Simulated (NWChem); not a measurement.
Species: BH$_{2}$SOF; SMILES OB(F)S

```xyz
6

B      0.0138    -0.4576     0.0000
F     -1.1188    -1.1691     0.0000
O      1.2227    -1.0722     0.0000
H      1.1325    -2.0385     0.0000
S     -0.1217     1.3612     0.0000
H      1.2067     1.5946     0.0000
```
Atoms are numbered in this order, from 1.

All runs use the structure optimised with B3LYP/6-31G* (spherical d).

Task: Give the principal values of the shielding tensors (ppm) of B1, F2, O3, S5 from LDA (Slater exchange, VWN5)/pcSseg-1, GIAO (NWChem), with their diamagnetic and paramagnetic parts as GIAO splits them.

Result: 
```tsv
atom	σ11	σ22	σ33	isotropic	diamagnetic	paramagnetic
B1	34.9	74.2	75.2	61.4	197.5	-136.0
F2	97.7	259.4	354.7	237.3	471.2	-233.9
O3	95.3	241.2	251.4	196.0	388.6	-192.6
S5	539.7	625.1	779.7	648.2	1057.7	-409.5
```
